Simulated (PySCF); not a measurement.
SMILES P1(B)BNBNB1, B₄H₇N₂P

Geometry (Å), atoms numbered from 1 in this order:
```xyz
14

B    -2.886    0.302   -0.322
P    -1.105    0.115   -0.123
B    -0.210   -1.438    0.277
N     1.199   -1.352    0.383
B     2.037   -0.213    0.219
N     1.505    1.069   -0.092
B     0.153    1.443   -0.286
H    -3.338    1.351   -0.575
H    -3.591   -0.624   -0.196
H    -0.739   -2.473    0.443
H     1.687   -2.208    0.603
H     3.200   -0.337    0.344
H     2.192    1.804   -0.183
H    -0.106    2.561   -0.537
```

Method: GIAO KT3/pcSseg-1 magnetisability, rotational g tensor and spin-rotation constants, non-relativistic, gas phase (PySCF 2.14.0). Geometry: GFN2-xTB.

(1) How diamagnetic is it, and how anisotropic?

(2) Split it along the inertial axes a, b, c into diamagnetic and paramagnetic parts about the centre of mass, with the quadrupole moment.

(3) And the rotational g tensor?

Results:

(1) Isotropic -1027 × 10⁻³⁰ J/T², or -61.9 × 10⁻⁶ cm³/mol; principal values -1521, -790, -771 × 10⁻³⁰ J/T², anisotropy 741 × 10⁻³⁰ J/T² (root of half the summed squared differences of the principal values). The susceptibility is in cgs units.

(2) 
```
axis  χ (10⁻⁶ cm³/mol)  diamagnetic (10⁻⁶ cm³/mol)  paramagnetic (10⁻⁶ cm³/mol)  summed x² of all electrons (Å²)  quadrupole Θ (D Å)
   a             -46.4                      -373.3                        326.9                            162.3               -1.60
   b             -47.6                      -734.0                        686.4                             77.3               +3.64
   c             -91.6                     -1016.5                        924.9                             10.7               -2.03
```
Anisotropies 2χaa − χbb − χcc = +46.3 and 2χbb − χaa − χcc = +42.9 × 10⁻⁶ cm³/mol. Θ is traceless in Buckingham's convention.

(3) 
```csv
axis,rotational constant (GHz),g,nuclear part,electronic part
a,4.3756,-0.0843,0.5877,-0.6720
b,1.8410,-0.0372,0.5565,-0.5937
c,1.2958,+0.0027,0.5658,-0.5631
```
Asymmetric top; isotopes 11B, 1H, 14N, 31P; no vibrational averaging.
